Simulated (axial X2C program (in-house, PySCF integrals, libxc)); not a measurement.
Worked dissociation energy of AsI: HF, without spin–orbit coupling

All values were computed with an in-house all-electron X2C program for linear molecules (integrals from PySCF). Spin-free means the one-electron spin-free X2C Hamiltonian. Basis: I dyall-cv3z [11s12p8d4f1g], As dyall-cv3z [9s9p6d4f1g] (cores contracted in-house); Gaussian nuclei, density fitting, unrestricted open shells. Masses: I 126.904 u, As 74.922 u.

Molecular state: M_S = 1, Λ = 0 (beyond evenly filled blocks: π+α, π-α).

- E(I) (2M_S = 1, M_L = 0): -7112.757757 hartree
- E(As) (2M_S = 3, M_L = 0): -2259.087636 hartree
- E(AsI) at Re: -9371.880307 hartree
- ωe: 249.8 cm⁻¹

(1) Work out De and D0.

One determinant describes the state; a PBE0 search over occupations chose it and may have missed a lower one. De is counted from the lowest determinant-based energies of the atoms at the same level, without counterpoise correction. PBE0 can misorder states that lie within some tenths of an eV, so this need not be the ground state of the molecule. The nearest other spin-free determinant of the search, M_S = 0, Λ = 2, lies 0.84 eV up at the distance of the search. The determinant is spin-polarised beyond a pure state at some levels (its spin-free form has ⟨S²⟩ too high), which makes Re and μ there less reliable. Spin-free De lacks the spin–orbit lowering of the heavy p-block atom, a tenth of an eV or more for 4p and 5p, up to an eV for 6p and one to two eV for 7p atoms, less what an open-shell molecule gains itself.

Hartree–Fock lacks correlation and underbinds, often by eV.

Each atomic determinant is the lowest at this level and need not be a pure term. Totals compare only within one Hamiltonian and basis.

## Answers

(1) De = -7112.757757 + (-2259.087636) − (-9371.880307) = 0.03491 hartree = 0.950 eV. The zero-point energy is ωe/2 = 125 cm⁻¹ = 0.015 eV, so D0 = 0.935 eV.
